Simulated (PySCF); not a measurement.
Basis and Hamiltonian dependence of the ionisation energy of I⁺

I⁺ [Kr] 4d10 5s2 5p4 (3P) → I²⁺ [Kr] 4d10 5s2 5p3 (4S). All values are computed (PySCF 2.14, energy differences of UHF-based or UKS calculations, no spin-orbit coupling). Values in eV.

```
                                                                               basis    Hamiltonian  functions     UHF  r2SCAN    PBE0  MP2 (valence)  CCSD(T) (valence)  CCSD(T) (valence and next inner shell)
                                                            cc-pVDZ-PP with ECP28MDF            ECP         23  17.634     n/a     n/a         17.993             18.025                                     n/a
                                def2-SVP with the def2 core potential (28 electrons)            ECP         26  17.638  18.730     n/a         17.992             18.023                                     n/a
                                                        aug-cc-pVDZ-PP with ECP28MDF            ECP         32  17.602  18.686  18.674         17.985             18.031                                     n/a
                                                            cc-pVTZ-PP with ECP28MDF            ECP         39  17.671  18.740     n/a         18.276             18.427                                     n/a
                                                      aug-cc-pwCVDZ-PP with ECP28MDF            ECP         48  17.607  18.694  18.680         18.009             18.058                                  18.132
                                                        aug-cc-pVTZ-PP with ECP28MDF            ECP         55  17.661  18.733  18.722         18.282             18.437                                     n/a
                                                                         x2c-TZVPall  spin-free X2C         60  17.718     n/a  18.773         18.302                n/a                                     n/a
                   x2c-TZVPPall with one added diffuse shell each of s, p, d, f type  spin-free X2C         76  17.687  18.769  18.748         18.282             18.431                                  18.518
                             def2-QZVPPD with the def2 core potential (28 electrons)            ECP         91  17.687  18.774  18.749         18.423             18.598                                     n/a
                                                            cc-pV5Z-PP with ECP28MDF            ECP        103  17.663  18.746  18.730         18.449                n/a                                     n/a
                                                                        x2c-QZVPPall  spin-free X2C        112  17.676  18.758  18.750         18.408             18.582                                     n/a
aug-cc-pVQZ-PP with one added diffuse shell each of s, p, d, f, g type with ECP28MDF            ECP        117  17.663  18.747  18.726         18.404                n/a                                     n/a
              aug-cc-pwCVTZ-DK3 with one added diffuse shell each of s, p, d, f type  spin-free X2C        125  17.675  18.753  18.753         18.328                n/a                                     n/a
                   x2c-QZVPPall with one added diffuse shell each of s, p, d, f type  spin-free X2C        128  17.676  18.757  18.750         18.410                n/a                                     n/a
```

Frozen in the all-electron rows: valence: [Kr] 4d10; valence and next inner shell: [Ar] 3d10; with a core potential, the same shells as far as they lie outside it.

Reference for a calculation without spin-orbit coupling: 18.750 eV (measured, between term centres; NIST).
